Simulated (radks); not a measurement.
Results of a calculation; reference values are marked as such.
Question: Ionisation of Yb2+, [Xe] 4f14, to Yb3+, [Xe] 4f13, under several functionals. Scalar-relativistic Kohn-Sham, spin-unpolarised, spherical densities, finite nucleus; a radial shooting solver on a logarithmic mesh with Libxc functionals. The NIST Atomic Spectra Database gives 25.05 eV (semi-empirical). Rank these functionals by the error of their Delta-SCF ionisation energy: AM05; PBE; PW91; exchange-only PBE; PBEsol; MS2 meta-GGA; BP86; SCAN.

Answer: From best to worst: exchange-only PBE 25.280 eV (+0.227); MS2 meta-GGA 26.532 eV (+1.479); PBE 26.587 eV (+1.534); PBEsol 26.629 eV (+1.576); SCAN 26.651 eV (+1.598); AM05 26.663 eV (+1.610); BP86 26.678 eV (+1.625); PW91 26.688 eV (+1.635). Spin polarisation and multiplet splitting are left out, so open shells lie too high by an amount that depends on their filling. Spin-orbit splitting is averaged out at the scalar-relativistic level.

Beside tabulated values, note that spin-unpolarised runs miss the spin-polarisation part of the exchange energy of open shells.
